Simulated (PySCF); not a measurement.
## Spinor energies of Tc(2+) (technetium, charge +2)

Start: [Kr] 4d5; 4d5/2 filled at m_j = -3/2, -1/2, +1/2, +3/2, +5/2. Calculated with PySCF 2.14 in x2c-TZVPall-2c with one added diffuse shell each of s, p, d type (9s10p8d1f, 86 functions): generalised Hartree-Fock with the X2C-1e Hamiltonian and a Gaussian nucleus; one run each with spin-orbit coupling (SO) switched off, then screened by Boettger's factors. This is a chosen level, not necessarily the ground level.

```json
{"spinor shell": "1s1/2", "electrons": "2", "ε, spin-free (eV)": "-21176.0", "ε, screened SO (eV)": "-21174.7", "weight of nominal j (screened SO)": "1.000", "rms radius, screened SO (bohr)": "0.0394"}
{"spinor shell": "2s1/2", "electrons": "2", "ε, spin-free (eV)": "-3112.4", "ε, screened SO (eV)": "-3112.1", "weight of nominal j (screened SO)": "1.000", "rms radius, screened SO (bohr)": "0.162"}
{"spinor shell": "2p1/2", "electrons": "2", "ε, spin-free (eV)": "-2780.6", "ε, screened SO (eV)": "-2862.3", "weight of nominal j (screened SO)": "1.000", "rms radius, screened SO (bohr)": "0.141"}
{"spinor shell": "2p3/2", "electrons": "4", "ε, spin-free (eV)": "-2780.6", "ε, screened SO (eV)": "-2742.4", "weight of nominal j (screened SO)": "1.000", "rms radius, screened SO (bohr)": "0.145"}
{"spinor shell": "3s1/2", "electrons": "2", "ε, spin-free (eV)": "-588.65", "ε, screened SO (eV)": "-588.56", "weight of nominal j (screened SO)": "1.000", "rms radius, screened SO (bohr)": "0.442"}
{"spinor shell": "3p1/2", "electrons": "2", "ε, spin-free (eV)": "-476.80", "ε, screened SO (eV)": "-491.01", "weight of nominal j (screened SO)": "1.000", "rms radius, screened SO (bohr)": "0.439"}
{"spinor shell": "3p3/2", "electrons": "4", "ε, spin-free (eV)": "-476.80", "ε, screened SO (eV)": "-470.13", "weight of nominal j (screened SO)": "1.000", "rms radius, screened SO (bohr)": "0.450"}
{"spinor shell": "3d3/2", "electrons": "4", "ε, spin-free (eV)": "-295.88", "ε, screened SO (eV)": "-298.39", "weight of nominal j (screened SO)": "0.962", "rms radius, screened SO (bohr)": "0.433"}
{"spinor shell": "3d5/2", "electrons": "6", "ε, spin-free (eV)": "-295.88", "ε, screened SO (eV)": "-294.13", "weight of nominal j (screened SO)": "0.975", "rms radius, screened SO (bohr)": "0.437"}
{"spinor shell": "4s1/2", "electrons": "2", "ε, spin-free (eV)": "-105.61", "ε, screened SO (eV)": "-105.59", "weight of nominal j (screened SO)": "1.000", "rms radius, screened SO (bohr)": "1.13"}
{"spinor shell": "4p1/2", "electrons": "2", "ε, spin-free (eV)": "-72.188", "ε, screened SO (eV)": "-77.912", "weight of nominal j (screened SO)": "0.654", "rms radius, screened SO (bohr)": "1.26"}
{"spinor shell": "4p3/2", "electrons": "4", "ε, spin-free (eV)": "-72.188", "ε, screened SO (eV)": "-69.386", "weight of nominal j (screened SO)": "0.827", "rms radius, screened SO (bohr)": "1.26"}
{"spinor shell": "4d5/2", "electrons": "5", "ε, spin-free (eV)": "-30.021", "ε, screened SO (eV)": "-30.015", "weight of nominal j (screened SO)": "0.575", "rms radius, screened SO (bohr)": "1.72"}
```

```
   quantity    spin-free  screened SO
E (hartree)  -4282.04684  -4282.60093
        M_J          5/2          5/2
       ⟨J²⟩        8.752        8.752
       ⟨L²⟩        0.000        0.019
       ⟨S²⟩        8.752        8.738
```

Each row is a mean over spinors that exchange with the open shell spreads, by up to 9.818 eV (4p3/2).

Rows whose weight is well below 1 are mixtures of j = l ± 1/2: exchange outweighs spin-orbit coupling there, and the label is only the starting occupation.

Breit and QED terms are absent; they matter most for the inner s and p1/2 levels.

Densities and radii are taken from the X2C orbitals without a picture-change correction, which distorts them close to the nucleus.

Without spin-orbit coupling the j labels of p, d and f shells carry no meaning; the spin-free column gives the mean over the occupied spinors of each nl shell.
